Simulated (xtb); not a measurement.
B(AsH2)(H)(Me) (CH6AsB), SMILES CB[AsH2]. All values are semi-empirical tight-binding results from xtb (GFN2-xTB unless named), good for trends rather than for accurate numbers. Geometry optimised at GFN2-xTB.

Optimised geometry:

```xyz
9

B     -1.1673     0.2403    -0.3809
As     0.5980    -0.5197     0.1694
H      0.0224    -1.3498     1.2796
H      0.9340     0.5821     1.1332
H     -2.0649    -0.4850    -0.6092
C     -1.3922     1.7790    -0.5996
H     -2.0069     2.1540     0.2221
H     -1.9524     2.0020    -1.5073
H     -0.4780     2.3731    -0.6081
```

The orbital gap is 3.14 eV, the zero-point energy is 38.9 kcal/mol and the G − E(el) at 298.15 K (modified RRHO) is 20.6 kcal/mol. The static polarisability (D4 model) comes out as 58.1 bohr³, the solvation energy, GFN2-xTB/ALPB(water) is -1.5 kcal/mol and the solvation energy, GFN2-xTB/ALPB(octanol) comes out as -4.0 kcal/mol.

Computed atomic charges and the Wiberg bond orders between heavy atoms:
charges (e) B1 0.23, As2 0.02, H3 -0.03, H4 -0.03, H5 -0.11, C6 -0.19, H7 0.05, H8 0.04, H9 0.03. Bond orders B1–As2 1.08, B1–C6 1.07.
